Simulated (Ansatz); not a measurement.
Basis sets compared for (CuNH2)2 ring (Cu2N2H4). Total charge 0; singlet. Geometry r2SCAN-D4/def2-SVP. Ansatz on 4 threads of Arm Neoverse V2 on a shared host; times are rough, and most runs start from earlier orbitals.

```xyz
8

Cu    0.1291    0.1335   -1.0943
N    -0.4933   -1.5369   -0.2457
Cu   -0.1293   -0.1334    1.0943
N     0.4932    1.5370    0.2456
H     0.0871   -2.3789   -0.2798
H    -1.4496   -1.8668   -0.3988
H     1.4496    1.8665    0.3987
H    -0.0869    2.3791    0.2799
```

The 6-31G sets use Cartesian d functions.

Binding counts from free atoms (Cu doublet, N quartet, H doublet) in the same basis, without a counterpoise term.

| level | functions | energy (Eh) | HOMO (eV) | LUMO (eV) | binding per atom (eV) | wall time |
| --- | --- | --- | --- | --- | --- | --- |
| HF/STO-3G | 50 | -3350.4258 | -3.98 | 1.54 | – | 0.75 s |
| HF/6-31G | 84 | -3388.4851 | -7.87 | 1.66 | 2.00 | 0.55 s |
| HF/def2-TZVP | 176 | -3389.1470 | -8.70 | 1.37 | 1.69 | 2.1 s |
| PBE-D4/def2-SVP | 110 | -3391.8041 | -3.39 | -1.72 | 3.15 | 1.2 s |
| PBE-D4/def2-TZVP (with forces) | 176 | -3392.4416 | -3.98 | -2.11 | 3.03 | 2.5 s |
| r2SCAN-D4/def2-TZVP | 176 | -3392.9651 | -3.96 | -1.83 | 2.95 | 4.5 s |
| PBE0-D4/def2-SVP | 110 | -3391.8145 | -4.71 | -0.82 | 2.98 | 1.8 s |
| PBE0-D4/def2-TZVP | 176 | -3392.4309 | -5.28 | -1.16 | 2.89 | 3.5 s |

Q: Estimate the rows for PBE-D4/def2-TZVPD, r2SCAN-D4/def2-TZVPD, PBE0-D4/def2-TZVPD.

A: 
```json
{"level": "PBE-D4/def2-TZVPD", "functions": "206", "energy (Eh)": "-3392.4454", "HOMO (eV)": "-4.04", "LUMO (eV)": "-2.19", "binding per atom (eV)": "3.04", "wall time": "2.7 s"}
{"level": "r2SCAN-D4/def2-TZVPD", "functions": "206", "energy (Eh)": "-3392.9678", "HOMO (eV)": "-4.01", "LUMO (eV)": "-1.90", "binding per atom (eV)": "2.96", "wall time": "6 s"}
{"level": "PBE0-D4/def2-TZVPD", "functions": "206", "energy (Eh)": "-3392.4339", "HOMO (eV)": "-5.33", "LUMO (eV)": "-1.26", "binding per atom (eV)": "2.90", "wall time": "4 s"}
```
